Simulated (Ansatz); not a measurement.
Steps of a relaxation of CH₆FGeNSi (`[F][GeH2]/[N]=C/[SiH3]`) with RKS PBE-D4/def2-SVP.

```sh
$ ansatz run in.yaml --threads 4 --pin off --events-out ev --progress --plain --max-ram 10444MiB
```

```yaml
crystal:
  periodic: [false, false, false]
  atoms:
    - {symbol: F, position_ang: [-2.863400, 0.785800, 0.644000]}
    - {symbol: Ge, position_ang: [-1.376800, 1.673800, 0.620000]}
    - {symbol: N, position_ang: [-0.022900, 0.445300, 0.568100]}
    - {symbol: C, position_ang: [0.203500, -0.379400, -0.389200]}
    - {symbol: Si, position_ang: [1.520600, -1.606000, -0.402100]}
    - {symbol: H, position_ang: [-1.291000, 2.599100, -0.635000]}
    - {symbol: H, position_ang: [-1.225500, 2.549000, 1.901700]}
    - {symbol: H, position_ang: [-0.539000, -0.379500, -1.216800]}
    - {symbol: H, position_ang: [0.979800, -2.948200, -0.351900]}
    - {symbol: H, position_ang: [2.343900, -1.405700, 0.842700]}
    - {symbol: H, position_ang: [2.336100, -1.391100, -1.560800]}
basis:
  gaussian: {orbitals: def2-SVP}
hamiltonian: {xc: pbe, dispersion: d4}
relax: {f_tol: 0.03, max_steps: 200}
```

Positions (Å) and forces (eV/Å) along the path, 11 of 21 steps:

```xyz
11
step=1 energy=-69704.8816 eV
F    -2.863    0.786    0.644   -0.811   -0.299    0.010
Ge   -1.377    1.674    0.620    0.583    1.222   -0.019
N    -0.023    0.445    0.568    1.247   -0.399    0.697
C     0.203   -0.379   -0.389   -2.457    1.569    0.061
Si    1.521   -1.606   -0.402    1.513   -0.382    1.591
H    -1.291    2.599   -0.635   -0.203   -0.107   -0.084
H    -1.226    2.549    1.902   -0.178   -0.316   -0.046
H    -0.539   -0.380   -1.217   -0.038   -0.315   -0.726
H     0.980   -2.948   -0.352   -0.486   -1.003   -0.175
H     2.344   -1.406    0.843    0.053   -0.021   -0.072
H     2.336   -1.391   -1.561    0.777    0.052   -1.239
11
step=2 energy=-69705.1294 eV
F    -2.902    0.908    0.643   -0.383   -0.186   -0.043
Ge   -1.358    1.729    0.610    0.005    0.484    0.020
N    -0.031    0.441    0.599    0.586   -0.801    0.180
C     0.117   -0.448   -0.327   -0.847    1.858   -0.411
Si    1.564   -1.610   -0.366    0.500   -0.577    0.631
H    -1.337    2.607   -0.683    0.017   -0.043    0.080
H    -1.256    2.509    1.947    0.018   -0.036   -0.124
H    -0.530   -0.382   -1.257    0.009   -0.479    0.140
H     1.021   -2.995   -0.392   -0.042   -0.344   -0.032
H     2.425   -1.412    0.852   -0.032    0.001   -0.079
H     2.352   -1.404   -1.606    0.169    0.122   -0.361
11
step=3 energy=-69705.2051 eV
F    -2.928    0.941    0.600   -0.082   -0.063   -0.010
Ge   -1.363    1.752    0.621   -0.213    0.041   -0.049
N    -0.022    0.456    0.615    0.625   -0.417   -0.435
C     0.149   -0.380   -0.357   -1.152    0.474    0.132
Si    1.590   -1.626   -0.353    0.100   -0.134   -0.160
H    -1.341    2.625   -0.672    0.087   -0.007    0.108
H    -1.282    2.505    1.969    0.025    0.021   -0.062
H    -0.614   -0.445   -1.222    0.642   -0.038    0.373
H     1.034   -3.032   -0.406    0.016    0.116    0.053
H     2.462   -1.431    0.853   -0.045    0.002   -0.028
H     2.379   -1.423   -1.626   -0.003    0.006    0.077
11
step=7 energy=-69705.2756 eV
F    -2.827    0.834    0.434    0.069    0.070   -0.031
Ge   -1.333    1.769    0.603   -0.030   -0.046    0.030
N     0.109    0.562    0.544   -0.077    0.112   -0.120
C     0.100   -0.388   -0.321    0.036   -0.186    0.010
Si    1.569   -1.621   -0.373   -0.027    0.069    0.012
H    -1.279    2.748   -0.602    0.013    0.008    0.025
H    -1.354    2.452    1.990   -0.023   -0.052   -0.022
H    -0.741   -0.574   -1.052    0.028    0.061    0.122
H     1.024   -3.023   -0.392   -0.005   -0.037   -0.001
H     2.440   -1.403    0.827    0.016   -0.007   -0.003
H     2.358   -1.412   -1.638    0.000    0.008   -0.022
11
step=9 energy=-69705.3234 eV
F    -2.724    0.828    0.133    0.269    0.289    0.069
Ge   -1.291    1.810    0.558   -0.369   -0.142    0.076
N     0.180    0.652    0.464   -0.132   -0.612   -0.750
C     0.060   -0.432   -0.246    0.071    0.382    0.645
Si    1.558   -1.621   -0.379    0.027    0.106    0.025
H    -1.188    2.946   -0.507    0.034   -0.123    0.142
H    -1.464    2.306    2.029    0.008   -0.093   -0.242
H    -0.901   -0.755   -0.743    0.125    0.228    0.085
H     1.074   -3.044   -0.357   -0.016   -0.025    0.006
H     2.504   -1.361    0.760   -0.019   -0.015   -0.044
H     2.257   -1.385   -1.692    0.001    0.002   -0.011
11
step=10 energy=-69705.3258 eV
F    -2.716    0.882   -0.013    0.397    0.320    0.158
Ge   -1.284    1.817    0.533   -0.481   -0.038   -0.057
N     0.187    0.670    0.425   -0.199   -1.064   -0.355
C     0.026   -0.497   -0.136    0.168    1.095   -0.180
Si    1.564   -1.620   -0.377   -0.057   -0.060    0.184
H    -1.121    3.018   -0.453    0.010   -0.176    0.153
H    -1.516    2.231    2.023    0.024   -0.095   -0.259
H    -0.949   -0.800   -0.629    0.224   -0.002    0.381
H     1.124   -3.061   -0.326    0.047    0.001   -0.018
H     2.571   -1.338    0.705   -0.049   -0.009   -0.080
H     2.178   -1.359   -1.732   -0.085    0.027    0.072
11
step=13 energy=-69705.3788 eV
F    -2.724    0.989   -0.122   -0.004    0.012    0.000
Ge   -1.298    1.817    0.527   -0.007    0.002    0.006
N     0.166    0.671    0.367    0.011   -0.003    0.000
C     0.033   -0.487   -0.173    0.016   -0.037   -0.014
Si    1.567   -1.620   -0.372   -0.020    0.022    0.007
H    -1.051    3.076   -0.337   -0.003    0.003   -0.003
H    -1.559    2.099    2.025   -0.006   -0.003    0.001
H    -0.953   -0.860   -0.560    0.004    0.009    0.002
H     1.162   -3.061   -0.212    0.000   -0.001    0.003
H     2.608   -1.243    0.640    0.010   -0.001    0.000
H     2.115   -1.437   -1.763   -0.001   -0.004   -0.002
11
step=14 energy=-69705.3795 eV
F    -2.734    1.020   -0.148    0.062    0.027    0.027
Ge   -1.302    1.817    0.533   -0.043   -0.046   -0.035
N     0.159    0.664    0.368   -0.018    0.027    0.016
C     0.034   -0.490   -0.181   -0.004   -0.019   -0.021
Si    1.570   -1.619   -0.371   -0.001   -0.008   -0.003
H    -1.034    3.089   -0.304    0.002    0.001    0.002
H    -1.577    2.070    2.034    0.000   -0.002    0.002
H    -0.948   -0.862   -0.583    0.014    0.008    0.006
H     1.173   -3.057   -0.162    0.006    0.016    0.001
H     2.628   -1.210    0.612   -0.008   -0.001   -0.011
H     2.096   -1.479   -1.777   -0.011   -0.002    0.016
11
step=17 energy=-69705.3810 eV
F    -2.717    1.050   -0.212    0.035    0.016    0.019
Ge   -1.306    1.811    0.547   -0.031   -0.016   -0.016
N     0.153    0.657    0.388    0.000   -0.013   -0.007
C     0.040   -0.481   -0.197   -0.011    0.022    0.011
Si    1.571   -1.617   -0.372    0.039   -0.044   -0.011
H    -1.003    3.113   -0.232   -0.004   -0.012    0.011
H    -1.630    2.006    2.047    0.000    0.003   -0.013
H    -0.932   -0.839   -0.634    0.014    0.010   -0.001
H     1.185   -3.039   -0.045    0.013    0.051   -0.012
H     2.667   -1.141    0.539   -0.035   -0.012   -0.033
H     2.036   -1.578   -1.808   -0.020   -0.004    0.052
11
step=19 energy=-69705.3817 eV
F    -2.681    1.036   -0.261    0.024    0.019    0.017
Ge   -1.309    1.798    0.566   -0.044    0.007   -0.004
N     0.164    0.659    0.428    0.001   -0.073   -0.070
C     0.062   -0.449   -0.217   -0.041   -0.014    0.085
Si    1.570   -1.619   -0.373   -0.010    0.033   -0.057
H    -0.997    3.121   -0.171    0.003    0.012   -0.009
H    -1.693    1.964    2.055    0.000   -0.011    0.001
H    -0.900   -0.777   -0.700    0.057    0.030    0.001
H     1.174   -3.007    0.059    0.005    0.023    0.009
H     2.704   -1.097    0.459    0.000   -0.018    0.000
H     1.971   -1.685   -1.825    0.004   -0.007    0.027
11
step=21 energy=-69705.3826 eV
F    -2.689    1.055   -0.265   -0.002    0.006    0.002
Ge   -1.313    1.802    0.564   -0.005   -0.005   -0.005
N     0.155    0.656    0.420    0.009    0.015    0.011
C     0.058   -0.457   -0.213    0.009   -0.021   -0.009
Si    1.572   -1.617   -0.374    0.002    0.002    0.002
H    -0.992    3.129   -0.164    0.001   -0.004    0.002
H    -1.691    1.955    2.056    0.000   -0.003   -0.003
H    -0.897   -0.790   -0.700   -0.018    0.007   -0.003
H     1.182   -3.003    0.068    0.001    0.004    0.000
H     2.708   -1.096    0.455    0.005    0.001    0.001
H     1.972   -1.689   -1.825   -0.001   -0.002    0.001
```

It took 40 s on 4 threads of an Arm Neoverse V1 on a shared host, with 0.19 GiB of host memory at the peak.
